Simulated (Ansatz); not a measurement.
One change: `N[SiH](F)BCl` becomes `N[SiH](F)P`.

Ansatz, PBE0-D4/def2-TZVP geometries, multiplicity 1. Each molecule was computed in one conformer, which needn't be the lowest.

| property | `N[SiH](F)BCl` |
| --- | --- |
| LUMO energy (PBE/def2-TZVPP) / eV | -3.23 |
| LUMO energy (ωB97M-V/def2-TZVPP) / eV | -0.26 |
| size of the dipole moment (B3LYP/def2-TZVPP) / D | 1.75 |
| HOMO energy (B3LYP/def2-TZVPP) / eV | -7.67 |
| LUMO energy (B3LYP/def2-TZVPP) / eV | -2.46 |
| size of the dipole moment (ωB97M-V/def2-TZVPP) / D | 1.73 |

**Question.** What does the change do to each property? (Estimate.)

**Answer.** Computed: 
| property | `N[SiH](F)P` | shift |
| --- | --- | --- |
| LUMO energy (PBE/def2-TZVPP) / eV | -0.52 | 2.71 |
| LUMO energy (ωB97M-V/def2-TZVPP) / eV | 1.93 | 2.19 |
| size of the dipole moment (B3LYP/def2-TZVPP) / D | 1.88 | 0.13 |
| HOMO energy (B3LYP/def2-TZVPP) / eV | -7.34 | 0.33 |
| LUMO energy (B3LYP/def2-TZVPP) / eV | 0.05 | 2.51 |
| size of the dipole moment (ωB97M-V/def2-TZVPP) / D | 1.87 | 0.14 |

With PBE0 the HOMO rises by 0.32 eV and the LUMO rises by 2.61 eV, so the gap widens by about 2.29 eV. PBE moves the HOMO by 0.13 eV and ωB97M-V by 0.41 eV. Dipoles are sizes alone; their direction can turn.

B3LYP here is the variant with VWN-RPA as its local correlation; programs differ in this.
